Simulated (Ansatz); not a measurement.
Input file for CH4Cl2NTa (`[CH3][Ta](=[NH])([Cl])[Cl]`):

```yaml
crystal:
  periodic: [false, false, false]
  atoms:
    - {symbol: C, position_ang: [-1.303227, 0.049105, -0.337975]}
    - {symbol: Ta, position_ang: [0.820158, 0.210688, -0.155536]}
    - {symbol: N, position_ang: [1.145383, -0.736197, 1.280586]}
    - {symbol: Cl, position_ang: [1.758380, -0.788087, -2.006099]}
    - {symbol: Cl, position_ang: [1.323594, 2.427311, 0.212453]}
    - {symbol: H, position_ang: [-1.800305, 0.444649, 0.552987]}
    - {symbol: H, position_ang: [-1.603363, -0.997482, -0.447559]}
    - {symbol: H, position_ang: [-1.645426, 0.610931, -1.215161]}
    - {symbol: H, position_ang: [1.393305, -1.267317, 2.099202]}
basis:
  gaussian: {orbitals: def2-TZVPP}
correlation: {method: ccsd_t}
output: {orbitals: {seedname: orbitals}}
```

```sh
$ ansatz run in.yaml --threads 4 --pin off --events-out ev --progress --plain
```

The program prints (abridged):

```
Functional definition: HF
1552 factors; integrals over basis functions are off by at most 1.1e-3 eV
mean field evaluation 1: about -29115.6029 eV, gradient 6.1e1 eV
mean field evaluation 2: about -29115.7943 eV, gradient 6.1e1 eV
mean field evaluation 4: about -29123.5590 eV, gradient 7.7e0 eV
mean field evaluation 8: about -29123.7496 eV, gradient 7.7e-1 eV
mean field evaluation 16: about -29123.7522 eV, gradient 3.3e-6 eV
mean field -29123.75221931 eV, -1070.2781532713 hartree, gradient 3.3e-6 eV, S^2 0.000000; 0 other end points of the search recorded, 0 dependent functions left out
12 core orbitals not correlated: weight in the atoms' cores, before any rotation towards them, 1.000 or more for the frozen orbitals, at most 0.000 for the correlated occupied ones
reference -29123.75221931 eV, -1070.2781532713 hartree; 20, 20 occupied and 226, 226 virtual orbitals, 1552 factors
second order -32.22993548 eV of doubles, -0.00000000 eV of singles
cycle   1  -31.37642164 eV  change    8.5e-1 eV  update   2.0e-1
cycle   2  -32.33612961 eV  change   -9.6e-1 eV  update   1.1e-1
cycle   3  -32.63319289 eV  change   -3.0e-1 eV  update   3.3e-2
cycle   4  -32.63360374 eV  change   -4.1e-4 eV  update   1.2e-2
cycle   5  -32.62010148 eV  change    1.4e-2 eV  update   4.5e-3
cycle   6  -32.62155623 eV  change   -1.5e-3 eV  update   1.9e-3
cycle   7  -32.62137540 eV  change    1.8e-4 eV  update   9.3e-4
cycle   8  -32.62129220 eV  change    8.3e-5 eV  update   3.6e-4
cycle   9  -32.62144751 eV  change   -1.6e-4 eV  update   1.6e-4
cycle  10  -32.62145436 eV  change   -6.9e-6 eV  update   6.8e-5
cycle  11  -32.62137194 eV  change    8.2e-5 eV  update   3.4e-5
cycle  12  -32.62140243 eV  change   -3.0e-5 eV  update   1.4e-5
perturbative correction -1.68547114 eV, -0.0619399219 hartree
Total energy: -29158.05909287 eV, -1071.5389076208 hartree
```

It took 6.9 min on 4 threads of a server CPU on a shared host, with 6.4 GiB of host memory at the peak.

MP2 recovers 93.9 % of the CCSD(T) correlation energy and the triples give 4.9 %; T1 = 0.0175.
